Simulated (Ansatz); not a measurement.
`CC[Si]Cl` + H₂S → `S[Si]Cl` + ethane at 298.15 K and 1 bar (ligand exchange at the Si–C bond).

Isolated molecules relaxed with PBE0-D4/def2-TZVP in Ansatz; ΔE leaves out vibrations. CCSD(T)/CBS adds triple-zeta CCSD(T) − MP2 to the extrapolated MP2 energy (def2 sets, frozen cores). This one scheme is used for every species. Each species was taken in one conformer, which may not be the lowest.

```tsv
species	CCSD(T)/CBS energy (Eh)	H − E (kJ/mol)	S (J/(mol·K))
`CC[Si]Cl`	-827.97738	191.0	335.3
H₂S	-398.97279	49.9	205.7
`S[Si]Cl`	-1147.27659	43.9	293.5
`CC`	-79.71954	207.7	227.7
```

H − E and S are ideal-gas, rigid-rotor, harmonic terms from PBE0-D4/def2-TZVP, for one conformer and one mirror image of each species. 1 Eh = 2625.50 kJ/mol, R = 8.31446 J/(mol·K).

Problem. By hand: ΔE, ΔH, ΔS and ΔG.

Solution. ΔE = (-1147.27659) + (-79.71954) − (-827.97738) − (-398.97279) = -0.04596 Eh = -120.7 kJ/mol. Δ(H − E) = 43.9 + 207.7 − 191.0 − 49.9 = 10.7, so ΔH = -110.0 kJ/mol. ΔS = 293.5 + 227.7 − 335.3 − 205.7 = -19.8 J/(mol·K). ΔG = -110.0 − 298.15 × (-19.8)/1000 = -104.1 kJ/mol.

Problem. By hand: the equilibrium constant, and the temperature at which ΔG would vanish if ΔH and ΔS stayed fixed.

Solution. log₁₀ K = −ΔG/(RT ln 10) = 18.2. ΔG = 0 at ΔH/ΔS = 5556 K, far beyond where these terms or the molecules hold.

ΔH outweighs TΔS. A doubt of 5 kJ/mol in ΔE shifts log₁₀ K by 0.9 here. Other conformers and mirror images would add mixing entropy, several J/(mol·K) or more a flexible species. Modes under 60 cm⁻¹, often nearly free rotors, make the harmonic entropy too high. These are equilibria of isolated gas molecules and say nothing of rates. Largest T1 diagnostic: 0.014 (customary marks: 0.02 for closed shells, 0.045 for open ones).
